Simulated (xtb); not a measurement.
HgI2, charge +1, doublet, from a rough starting geometry (GFN-xTB shapes and energies of metal compounds can be far from the true ones) (a state made from the parent by changing its charge; the spin is typed, not shown lowest); xtb 6.7.1 with GFN2-xTB.

Here is a job for xtb.
```
$ xtb mol.xyz --gfn 2 --chrg 1 --uhf 1 --opt vtight --json

# file mol.xyz
3

Hg    -0.00127973    -0.00763718     0.03357520
I     -0.29612174     2.00194755    -1.59110508
I      0.24744104    -1.98611135     1.59181316
```

**Question.** What does xtb print? Leave out banner, timings and long lists.

**Answer.** 
```
   ID    Z sym.   atoms
    1   80 Hg     1
    2   53 I      2, 3

           -------------------------------------------------
          |                Calculation Setup                |
           -------------------------------------------------

           -------------------------------------------------
          |                 G F N 2 - x T B                 |
           -------------------------------------------------

          ...................................................
          :                      SETUP                      :
          :.................................................:
          :  # basis functions                  24          :
          :  # atomic orbitals                  22          :
          :  # shells                            8          :
          :  # electrons                        15          :
          :  max. iterations                   250          :
          :  Hamiltonian                  GFN2-xTB          :
          :  restarted?                      false          :
          :  GBSA solvation                  false          :
          :  PC potential                    false          :
          :  electronic temp.          300.0000000     K    :
          :  accuracy                    1.0000000          :
          :  -> integral cutoff          0.2500000E+02      :
          :  -> integral neglect         0.1000000E-07      :
          :  -> SCF convergence          0.1000000E-05 Eh   :
          :  -> wf. convergence          0.1000000E-03 e    :
          :  Broyden damping             0.4000000          :
          :  net charge                          1          :
          :  unpaired electrons                  1          :
          ...................................................

 iter      E             dE          RMSdq      gap      omega  full diag
   1     -7.9703233 -0.797032E+01  0.153E+01    4.56       0.0  T
   2     -7.9721144 -0.179107E-02  0.105E+01    4.70       1.0  T
   3     -7.8657749  0.106340E+00  0.709E+00    4.29       1.0  T
   4     -7.8653643  0.410538E-03  0.669E+00    4.51       1.0  T
   5     -7.9664117 -0.101047E+00  0.297E+00    4.80       1.0  T
   6     -7.9688075 -0.239580E-02  0.255E+00    4.81       1.0  T
   7     -7.9739731 -0.516560E-02  0.123E+00    4.88       1.0  T
   8     -7.9765276 -0.255445E-02  0.295E-01    4.87       1.0  T
   9     -7.9764812  0.464278E-04  0.272E-01    4.87       1.0  T
[...]
         :: total energy              -7.962376578311 Eh    ::
 * total energy  :    -7.9623766 Eh     change       -0.2815526E-12 Eh
 * total energy  :    -7.9642313 Eh     change       -0.1854706E-02 Eh
 * total energy  :    -7.9656493 Eh     change       -0.1418008E-02 Eh
 * total energy  :    -7.9651005 Eh     change        0.5487732E-03 Eh
 * total energy  :    -7.9661249 Eh     change       -0.1024337E-02 Eh
 * total energy  :    -7.9661714 Eh     change       -0.4653697E-04 Eh
 * total energy  :    -7.9661732 Eh     change       -0.1767706E-05 Eh
 * total energy  :    -7.9661768 Eh     change       -0.3632503E-05 Eh
 * total energy  :    -7.9661768 Eh     change       -0.2301665E-07 Eh
   *** GEOMETRY OPTIMIZATION CONVERGED AFTER 9 ITERATIONS ***
         :: total energy              -7.966176817179 Eh    ::
[...]
        16                         -0.2573759              -7.0036
        17                         -0.2570804              -6.9955
        18                         -0.2570804              -6.9955
        19                         -0.1447381              -3.9385
       ...                                ...                  ...
        22                          1.4374137              39.1140
      -------------------------------------------------------------
                  HL-Gap            0.1445134 Eh            3.9324 eV
             Fermi-level           -0.6356451 Eh          -17.2968 eV

     #   Z          covCN         q      C6AA      α(0)
     1  80 Hg       1.763     0.334   275.957    28.821
     2  53 I        0.882     0.333   348.372    32.221
     3  53 I        0.882     0.333   348.371    32.221

 Mol. C6AA /au·bohr⁶  :       2907.773722
 Mol. C8AA /au·bohr⁸  :     274597.518716
 Mol. α(0) /au        :         93.262339

Wiberg/Mayer (AO) data.
largest (>0.10) Wiberg bond orders for each atom

 ---------------------------------------------------------------------------
     #   Z sym  total        # sym  WBO       # sym  WBO       # sym  WBO
 ---------------------------------------------------------------------------
     1  80 Hg   1.922 --     2 I    0.961     3 I    0.961
     2  53 I    0.961 --     1 Hg   0.961
     3  53 I    0.961 --     1 Hg   0.961
 ---------------------------------------------------------------------------

Topologies differ in total number of bonds
Writing topology from bond orders to xtbtopo.mol

molecular dipole:
                 x           y           z       tot (Debye)
 q only:       -0.031       0.005       0.022
   full:       -0.031       0.004       0.022       0.098
molecular quadrupole (traceless):
                xx          xy          yy          xz          yz          zz
 q only:       -8.270      -2.110       6.954       1.682     -12.375       1.316
  q+dip:       -3.557      -0.908       2.991       0.723      -5.324       0.566
   full:       -2.028      -0.518       1.705       0.412      -3.035       0.323

optimized geometry written to: xtbopt.xyz

           -------------------------------------------------
          | TOTAL ENERGY               -7.966176817179 Eh   |
          | GRADIENT NORM               0.000062991449 Eh/α |
          | HOMO-LUMO GAP               3.932408640673 eV   |
           -------------------------------------------------

normal termination of xtb
```
